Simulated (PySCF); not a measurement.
Gas-phase reaction: W2O6 + WCl6 → 3 WO2Cl2

Method: PySCF energies plus ideal-gas RRHO corrections (1 bar). † marks an energy on the PBE0/def2-TZVP geometry and frequencies. MP2 freezes the core. All species are closed-shell singlets. W: scalar-relativistic def2 core potential, no spin-orbit coupling. W2O6: computed as isolated molecules; such fragments, hydroxides, amides, oligomers or adducts are transient or little studied in the gas. MP2 isn't extrapolated to the basis-set limit; its ΔH°(298 K) is -337.9 kJ in def2-SVP and -306.8 kJ in def2-TZVPP. The harmonic model lacks anharmonicity and excited electronic states, which grow with temperature; levels with a mode under 35 cm⁻¹ are left out. Soft modes under 120 cm⁻¹ make the harmonic entropy rough for W2O6, WCl6, WO2Cl2.

```
level               ΔE electronic, kJ  ΔH°(298 K), kJ  ΔS°(298 K), J/K  ΔG°(1000 K), kJ
------------------  -----------------  --------------  ---------------  ---------------
BLYP/def2-TZVP†                  -284            -287              216             -494
HF/def2-TZVP†                    -331            -334              216             -541
M06-2X/def2-TZVP†                -273            -276              216             -482
MP2/def2-SVP†                    -335            -338              216             -545
MP2/def2-TZVPP†                  -304            -307              216             -513
PBE/def2-TZVP†                   -246            -249              216             -456
PBE0/def2-SVP†                   -254            -257              216             -463
r2SCAN/def2-TZVP†                -228            -231              216             -438
LDA/def2-TZVP†                   -157            -160              216             -366
ωB97M-V/def2-TZVP†               -253            -256              216             -463
ωB97X-V/def2-TZVP†               -271            -274              216             -480
```
ΔH° is lowest at MP2/def2-SVP† and highest at LDA/def2-TZVP†. No reference value is set beside these.
